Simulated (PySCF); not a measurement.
B(F)(H)(iPr) (C₃H₈BF), SMILES CC(C)BF.

Coordinates come from a B3LYP-D3(BJ)/def2-SVP optimisation. This is a generated structure with no PubChem entry under its InChIKey; it may be hypothetical. One conformer was computed; it need not be the lowest.

Method: PBE/def2-TZVP run with PySCF.

```json
{
 "total_energy": "-243.66097 hartree",
 "highest_occupied_level": "-6.88 eV",
 "lowest_empty_level": "-1.59 eV",
 "orbital_gap": "5.29 eV",
 "dipole_moment": "0.240 e·Å",
 "quadrupole, principal values (traceless, Buckingham form, about the centre of nuclear charge)": "-3.19, -0.24, 3.43 D·Å",
 "mean_static_polarisability": "53.2 bohr³ (7.89 Å³)",
 "polarisability_principal_values": "46.0, 56.5, 57.2 bohr³"
}
```
